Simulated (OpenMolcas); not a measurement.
# RbF: a line through the functionals

RbF: 2 atoms, total charge 0, spin state singlet. SMILES: `[F][Rb]`. Geometry: relaxed at PBE0-D4/def2-TZVP.

The dipole moment y, in D, basis def2-TZVP with a core potential; a is the functional's share of exact exchange. Programs: OpenMolcas 26.06.

| functional | program | a | y (D) |
| --- | --- | --- | --- |
| TPSS | OpenMolcas | 0 | 8.70 |
| PBE | OpenMolcas | 0 | 8.57 |
| B3LYP | OpenMolcas | 0.2 | ? |
| PBE0 | OpenMolcas | 0.25 | 8.97 |
| BHLYP | OpenMolcas | 0.5 | 9.20 |

Q: Fit y = c + s·a to the known rows and predict B3LYP.

A: 
1. Means of the 4 rows: a = 0.1875, y = 8.860.
2. Σ(Δa)² = 0.17188, Σ(Δa·Δy) = 0.1975, so the slope is 0.1975/0.17188 = 1.1491.
3. Intercept: 8.860 − (1.1491) × 0.1875 = 8.645. The largest residual of the fit is 0.075.
4. B3LYP: 8.645 + (1.1491) × 0.2 = 8.87 D.

The run gave 8.91 D, so the prediction is off by -0.04 D, within the scatter of the fit. More exact exchange makes the molecule more polar here. The rows mix families of semi-local functionals, which the line can't see.
